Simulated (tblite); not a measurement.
A tight-binding relaxation on `CCCC#CC([O])=O` [radical].

Computed with GFN2-xTB geometry optimisation, gas phase (tblite 0.8.0). Start geometry: from a force field or distance geometry. A driver script takes a list of jobs; this job's settings line and coordinates (Å) are shown.

Command:
```bash
OMP_NUM_THREADS=1 python probes_run.py task.json out
```

Input:
```
{"job": {"kind": "relax", "xc": "GFN2-xTB", "basis": "xTB"}, "charge": 0, "multiplicity": 2}
C     -1.697500     0.883800    -0.605800
C     -1.530200    -0.375200     0.190300
C     -0.404100    -1.264600    -0.281500
C      0.890700    -0.588700    -0.262400
C      1.975800    -0.045700    -0.201100
C      3.258000     0.597300    -0.174600
O      3.415900     1.976200    -0.322700
O      4.334300    -0.081100     0.004200
H     -0.757000     1.337500    -0.910200
H     -2.421100     0.729500    -1.456800
H     -2.256100     1.617900     0.050900
H     -1.318900    -0.080100     1.267400
H     -2.522600    -0.898500     0.224500
H     -0.570300    -1.578000    -1.341700
H     -0.401500    -2.222500     0.291900
```

**Question.** Estimate the output.

**Answer.** 
```
step      E/eV     max force
  0    -662.96019    5.613
  1    -663.69044    3.038
  2    -663.73660    7.609
  3    -664.07476    1.819
  4    -664.19845    0.993
  5    -664.24022    1.809
  6    -664.25561    1.286
  7    -664.27385    0.566
  8    -664.29130    0.449
  9    -664.31097    0.759
... (60 lines left out)
 70    -664.37488    0.019
 71    -664.37491    0.017
 72    -664.37495    0.022
 73    -664.37501    0.029
 74    -664.37507    0.025
 75    -664.37512    0.017
 76    -664.37514    0.014
 77    -664.37516    0.014
 78    -664.37518    0.014
 79    -664.37519    0.008
```

«max force» is the largest atomic force in eV/Å.

**Question.** From which step on does the largest force stay under 0.1 eV/Å, and how much energy is left to gain from there?

**Answer.** From step 35 (0.088 eV/Å), 3.8 meV above the end.

Main results: energy lowered by 32.6 kcal/mol over 79 steps; largest atomic force 0.008 eV/Å at the end.

**Question.** Give the final coordinates.

**Answer.** 0.207 Å rms from the input after alignment:
```
atom  x, y, z in Å
C1    -1.6802    0.9023   -0.5738
C2    -1.4842   -0.3474    0.2731
C3    -0.3993   -1.2609   -0.3088
C4     0.9077   -0.6501   -0.2735
C5     1.9005    0.0311   -0.2595
C6     3.2564    0.7129   -0.2057
O7     3.2952    1.9045   -0.3283
O8     3.9855   -0.2592   -0.0310
H9    -0.7508    1.4639   -0.6349
H10   -1.9922    0.6409   -1.5828
H11   -2.4431    1.5397   -0.1346
H12   -1.2076   -0.0636    1.2898
H13   -2.4185   -0.9104    0.3213
H14   -0.6352   -1.5075   -1.3475
H15   -0.3387   -2.1883    0.2687
```

Time: 0.44 s. Hardware: one thread of an Arm Neoverse V1, shared host with 32 logical CPUs at a one-minute load of 10.
Labels such as C1 count atoms from 1, the log's own numbers from 0.
